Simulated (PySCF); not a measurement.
A structure optimised at PBE-D3(BJ)/def2-SVP, used in a PySCF frequency run:

```xyz
6

Mg     0.0000     0.0000     1.1166
I      0.0000     0.0000    -1.4673
Si     0.0000     0.0000     3.6860
H     -1.2119    -0.6997     4.2546
H      0.0000     1.3994     4.2546
H      1.2119    -0.6997     4.2546
```

Write its SMILES, formula and point group.

[SiH3][Mg][I], H3IMgSi, C3v

What are its rotational constants (standard atomic weights)?

85.340, 0.68962, 0.68962 GHz
